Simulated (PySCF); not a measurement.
Species: CH7NPSi4 (doublet state).
Structure used (GFN2-xTB), in Å, numbered top down from 1:
```
atom  x, y, z in Å
N1    -3.9728    1.1325   -0.7635
C2    -3.0991    0.4757   -0.4133
Si3   -1.6218   -0.5183    0.1198
Si4   -0.0354   -0.5934   -1.6204
Si5    1.3927    0.7173   -0.2086
P6     3.0945   -0.5955    0.4521
Si7   -0.2411    0.7489    1.5471
H8    -2.2585   -1.7517    0.5988
H9    -0.4236    0.0902   -2.8590
H10    0.3046   -1.9516   -2.0640
H11    3.8572   -0.3889   -0.6801
H12    3.7575    0.3985    1.1435
H13   -0.7330    2.0949    1.8595
H14   -0.0218    0.1410    2.8659
```

The hyperfine couplings belong to this conformer and change with its torsions.

The species is `N#C[SiH]1[SiH2][Si](P)[SiH2]1` [radical].

Theory: UKS B3LYP, pcH-1 on C H N P Si, non-relativistic, mean-field spin-orbit, GIAO in PySCF 2.14.0. Isolated species at its GFN2-xTB geometry (one conformer only). Couplings are sensitive to structure, and on GFN2-xTB geometries they can be far from those on DFT ones, by a factor of two or more for some ions and for spin on atoms past the first row. Stability of the SCF solution: not tested.

Question: The isotropic 29Si couplings, averaged over equivalent nuclei, are -388.2, -74.3, -32.9 MHz. Assign them to Si3; Si4/Si7; Si5.

Answer: 
```tsv
site	a_iso (MHz)	ρ(0) (bohr⁻³)	position	distance from Si5 (Å)	spin population	largest |T| (MHz)
Si3	-74.3	+0.0836	2 bonds from Si5	3.27	+0.02	4.1
Si4/Si7	-32.9	+0.0370	1 bond from Si5	2.40	+0.03	15.8
Si5	-388.2	+0.4374	largest spin population	0.00	+0.76	142.5
```

Question: The isotropic 1H couplings, averaged over equivalent nuclei, are +28.6, +20.7, +11.4, +3.6 MHz. Assign them to H8; H9/H13; H10/H14; H11/H12.

Answer: 
```
   site  a_iso (MHz)  ρ(0) (bohr⁻³)          position  distance from Si5 (Å)  bound to  spin population there  largest |T| (MHz)
     H8        +11.4        +0.0025  3 bonds from Si5                   4.48       Si3                  +0.02                1.3
 H9/H13         +3.6        +0.0008  2 bonds from Si5                   3.27   Si4/Si7                  +0.03                3.2
H10/H14        +20.7        +0.0046  2 bonds from Si5                   3.43   Si4/Si7                  +0.03                2.5
H11/H12        +28.6        +0.0064  2 bonds from Si5                   2.74        P6                  +0.08                3.3
```

ρ(0) is the spin density at the nucleus and T the dipolar tensor; a_iso includes a spin–orbit part; entries for several nuclei are means. Largest spin populations (Mulliken): Si5 (+0.76) and P6 (+0.08). Si5 is the only atom above +0.15. The angles at Si5 add up to 307.5°, so it is pyramidal.

Nuclei that the bonding pattern makes equivalent are averaged, as if the motion that swaps them (rotation, inversion, ring flip) were fast.

On one thread of an Arm Neoverse V1, shared host with 32 logical CPUs at a one-minute load of 22, this took 2.5 min of wall time (with the writing of density and orbital grids) and 1.1 GiB of memory at its peak.
